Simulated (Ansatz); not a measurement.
C3H12InNOSi (`C[N](C)[In]([CH3])[O][SiH3]`), 19 atoms. Charge 0, multiplicity 1. Correlated methods include outer-core shells of In, which these sets cover unevenly. In: def2 effective core potential. Hardware: A = 2 threads of an AMD EPYC 7R13 on a shared host and a share of an NVIDIA H100 80 GB; B = 2 threads of an AMD EPYC 7R13 on a shared host. Correlated methods freeze the cores. Open-shell runs search over several starts.

Problem. Give the basis size and wall time and peak host memory of each of these runs in Ansatz. UKS PBE-D4/def2-TZVPP energy of the cation [A]; UHF-MP2/def2-TZVPP energy of the cation [A]; RKS ωB97M-V/def2-QZVPP energy [A]; UKS PBE0-D4/def2-TZVPP energy of the cation [A]; RKS PBE-D4/def2-TZVPP energy and forces [A]; RKS ωB97M-V/def2-SVP energy [B]; RKS PBE0-D4/def2-TZVP relaxation (20 steps) [A]; RKS ωB97X-V/def2-TZVPP energy [A]; RHF-CCSD(T)/def2-SVP energy [A]; RHF-MP2/def2-QZVPP energy [A]; RKS PBE0-D4/def2-SVP energy [B]; RKS B97M-V/def2-TZVPP energy [A]. (Estimate.)

Solution. Ansatz gave: Other jobs shared the machine, so times are rough.

```json
{"level": "RKS ωB97X-V/def2-TZVPP", "job": "energy [A]", "functions": "415", "wall time": "5.5 s", "peak host memory (GiB)": "1"}
{"level": "RKS PBE0-D4/def2-SVP", "job": "energy [B]", "functions": "174", "wall time": "5.5 s", "peak host memory (GiB)": "0.94"}
{"level": "RHF-CCSD(T)/def2-SVP", "job": "energy [A]", "functions": "174", "wall time": "5.5 s", "peak host memory (GiB)": "0.94"}
{"level": "RKS B97M-V/def2-TZVPP", "job": "energy [A]", "functions": "415", "wall time": "6 s", "peak host memory (GiB)": "1.1"}
{"level": "RHF-MP2/def2-QZVPP", "job": "energy [A]", "functions": "797", "wall time": "8 s", "peak host memory (GiB)": "1.4"}
{"level": "UHF-MP2/def2-TZVPP", "job": "energy of the cation [A]", "functions": "415", "wall time": "11 s", "peak host memory (GiB)": "0.95"}
{"level": "UKS PBE0-D4/def2-TZVPP", "job": "energy of the cation [A]", "functions": "415", "wall time": "12 s", "peak host memory (GiB)": "1"}
{"level": "RKS ωB97M-V/def2-SVP", "job": "energy [B]", "functions": "174", "wall time": "16 s", "peak host memory (GiB)": "0.94"}
{"level": "RKS ωB97M-V/def2-QZVPP", "job": "energy [A]", "functions": "797", "wall time": "16 s", "peak host memory (GiB)": "1.5"}
{"level": "RKS PBE-D4/def2-TZVPP", "job": "energy and forces [A]", "functions": "415", "wall time": "25 s", "peak host memory (GiB)": "0.93"}
{"level": "UKS PBE-D4/def2-TZVPP", "job": "energy of the cation [A]", "functions": "415", "wall time": "30 s", "peak host memory (GiB)": "1"}
{"level": "RKS PBE0-D4/def2-TZVP", "job": "relaxation (20 steps) [A]", "functions": "314", "wall time": "96 s", "peak host memory (GiB)": "1"}
```
